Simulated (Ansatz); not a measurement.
Stepwise reaction of `F[Si](Cl)(Cl)I` with hydrogen fluoride, as a gas-phase model of exchange steps in deposition or etching. ΔE in kJ/mol; ΔG adds harmonic PBE0-D4 terms to CCSD(T)/CBS, at 1 bar.

Isolated molecules relaxed with PBE0-D4/def2-TZVP in Ansatz; ΔE leaves out vibrations. CCSD(T)/CBS is the MP2 limit (def2-TZVPP, def2-QZVPP) plus CCSD(T) − MP2 in def2-TZVPP, frozen cores. This one scheme is used for every species. DFT in def2-TZVPP. B3LYP here is the variant with VWN-RPA as its local correlation; programs differ in this. Elements past krypton have def2 core potentials. For I outer-core shells are correlated without core-valence functions, which leaves a few kJ/mol of doubt a bond.

```
step                                        reaction  PBE-D4  B3LYP-D4  ωB97M-V  CCSD(T)/CBS  ΔG(400 K)
   1  `F[Si](Cl)(Cl)I` + H–F → `F[Si](F)(Cl)I` + HCl   -40.6     -50.4    -50.2        -47.1      -52.1
   2    `F[Si](F)(Cl)I` + H–F → `F[Si](F)(F)I` + HCl   -41.5     -51.6    -51.2        -49.6      -50.8
```

(1) By hand: ΔE of the 2 steps together at CCSD(T)/CBS.

Answers

(1) (-47.1) + (-49.6) = -96.7 kJ/mol, or -48.4 kJ/mol a step.

In ΔE the steps differ by no more than 2.5 kJ/mol. All are downhill at CCSD(T)/CBS. ΔG lies between -52.1 and -50.8 kJ/mol a step. PBE-D4 differs from CCSD(T)/CBS by 6.5 to 8.1 kJ/mol a step. Isolated molecules leave out the surface, adducts and barriers. Largest T1 diagnostic: 0.010.
